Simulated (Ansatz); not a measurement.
SnBr2⁺. Total charge 1; doublet. Geometry r2SCAN-D4/def2-TZVP; atoms count from 1.

```xyz
3

Sn   -0.4338   -0.6577   -0.2069
Br   -0.7215    0.3559    1.9853
Br    1.1553    0.3018   -1.7784
```

In the def2 sets Sn takes a core potential; there is no spin–orbit coupling. The structure comes from a short search, and lower isomers may exist.

Estimate the Mulliken populations from the PBE0/def2-TZVP orbitals of Ansatz.


| atom | charge (e) | spin (α − β) |
| --- | --- | --- |
| Sn1 | 1.02 | 0.41 |
| Br2 | -0.01 | 0.30 |
| Br3 | -0.01 | 0.30 |
Mulliken values and Mayer orders depend strongly on the basis.

Where does the spin sit?

Summed by element: Sn 0.41, Br 0.59, of 1 unpaired in all. Largest on single atoms: Sn1 0.41, Br2 0.30, Br3 0.30.

And the Mayer bond orders between bonded heavy atoms (over 0.3)?

Sn1–Br2 1.25 (2.43 Å); Sn1–Br3 1.25 (2.43 Å).
